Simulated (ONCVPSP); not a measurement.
N (Z = 7): one change to an ONCV potential, before and after

* Element: N
* Generator: ONCVPSP 4.0.1
* Type: optimised norm-conserving Vanderbilt (ONCV)
* Functional: PBE
* Relativity: scalar-relativistic
* Frozen core: [He]
* Valence charge: 5
* Reference configuration: 2s2 2p2 (charge +1)
* Partial waves: 2s: rc 0.85 bohr, ncon 4, nbas 7, qcut 8.7 1/bohr, 2 projectors, debl 3.6 Ha; 2p: rc 2.15 bohr, ncon 3, nbas 7, qcut 6.5 1/bohr, 2 projectors, debl 1.1 Ha; d scattering state at 0.16 Ha: rc 1.85 bohr, ncon 4, nbas 8, qcut 5.9 1/bohr, 2 projectors, debl 2.2 Ha
* Local potential: polynomial inside 0.65 bohr (lpopt 5, dvloc0 0 Ha)
* Core correction: Teter function fitted to the true core (icmod 2), fcfact 0.25

Change: all radii but the core radius scaled by about 1.07 (s 0.90, p 2.30, d 1.98 bohr); local potential polynomial inside 0.70 bohr (lpopt 5, dvloc0 0 Ha).

Cutoffs: the cutoffs (Ha) at which the residual kinetic energy of the hardest occupied pseudo-wave falls to 1 and 0.1 mHa per electron; they do not see the model core or the augmentation charge, which bear on the density cutoff. Errors are all-electron minus pseudo energies relative to the spin-unpolarised reference configuration.

How do hardness, ghosts and transferability respond?

The potential gets neither clearly harder nor softer (31 Ha and 40 Ha → 31 Ha and 42 Ha); of the 4 tests that both files solve, the error grows in 3 and shrinks in 0 by more than 15 % and 0.3 meV (median size 192.4 → 224.8 meV); neither file shows a bound ghost. More of the atom is replaced by a form fitted at one configuration, so other configurations suffer.

| quantity | base | changed |
| --- | --- | --- |
| cutoff, loose | 31 Ha | 31 Ha |
| cutoff, tight | 40 Ha | 42 Ha |
| loose cutoff by channel | s 31 Ha, p 14 Ha | s 31 Ha, p 14 Ha |
| bound ghosts | none | none |
| GHOST(+) flags under 300 eV | none | d at 96.0 eV |
| error for 2s2 2p3, meV [ΔE -13.59 eV] | +96 | +115 |
| error for 2s2 2p1, meV [ΔE 28.85 eV] | +288 | +335 |
| error for 2s2 2p0, meV [ΔE 75.94 eV] | +1703 | +1929 |
| error for 2s1 2p3, meV [ΔE 11.78 eV] | -2.7 | -6.6 |
| rms error of d²Exc/dni dnj with the model core, mHa | 2.37 | 2.12 |
